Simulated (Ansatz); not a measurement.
Relaxed structures of ZnSiH3F, closed shell (PBE0-D4/def2-TZVP; forces vanish, vibrations not checked; lower isomers may exist, and structures with a doubtful reference or unclear bonds are left out; Å). Program: Ansatz 0.2.0. Basis: def2-TZVPP. Cores are frozen in the correlated methods. The 3s and 3p shells of Cu and Zn are frozen; filled d shells are correlated.

Task: Rank them by CCSD(T) energy, lowest first, and give each one's height above the lowest. Links in brackets join atoms within 1.22 times the sum of their covalent radii (1.1 for two metals). (An estimate is asked for; the value comes from the calculation.)
A.
a complex of ZnSiH₂ ([SiH2][Zn]) + HF
```
6
angstrom
F 1.1741 0.2721 2.0387
Si 0.0918 -0.0999 -0.9829
Zn -1.6209 0.0066 0.7810
H -0.5698 -1.3325 -1.5702
H -0.6758 0.9153 -1.8089
H 1.1366 0.1706 1.0993
```
B.
a complex of ZnSiH₂ ([SiH][ZnH]) + HF
```
6
angstrom
F -0.1351 -1.0614 -1.3591
Si -1.1887 0.1928 0.2908
Zn 0.8735 0.4548 1.5458
H -0.9090 -1.5059 -1.6141
H -0.8592 1.4175 -0.5572
H 2.1938 0.5757 2.3873
```
C.
ZnSiH₃F ([F][SiH2][ZnH])
```
6
angstrom
F -1.9751 -0.0675 0.1705
Si -0.5291 -0.0824 -0.5517
Zn 1.1903 0.1698 1.0973
H -0.4459 -1.3624 -1.3132
H -0.5489 1.0091 -1.5683
H 2.3087 0.3334 2.1653
```

Result: By the calculation: C (0.0 kJ/mol), A (237.5 kJ/mol), B (318.7 kJ/mol). Heights count from the lowest.

T1 diagnostic: at most 0.016. The restricted Hartree–Fock reference is unstable towards an unrestricted one at one or more of these structures.

For scale, one of the runs: CCSD(T)/def2-TZVPP, 179 basis functions, launched by `ansatz run in.yaml --threads 2 --pin off --events-out ev --progress --plain --max-ram 4352MiB`. Time: 48 s of wall clock on 2 CPU threads of an Arm Neoverse V2; the host was shared. Peak host memory: 1.6 GiB.
